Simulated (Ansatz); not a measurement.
CH$_{4}$FISi, SMILES `FC[SiH2]I`, charge 0, multiplicity 1.

Give a relaxed structure at PBE0-D4/def2-TZVP (Ansatz 0.2.0). (An estimate is asked.)

Ansatz gave: 
```xyz
8

F    -1.619   -0.739   -0.786
C    -0.618    0.217   -0.788
Si    0.701   -0.172    0.511
I    -0.260   -0.054    2.745
H    -1.069    1.198   -0.607
H    -0.157    0.235   -1.783
H     1.774    0.848    0.400
H     1.247   -1.534    0.309
```
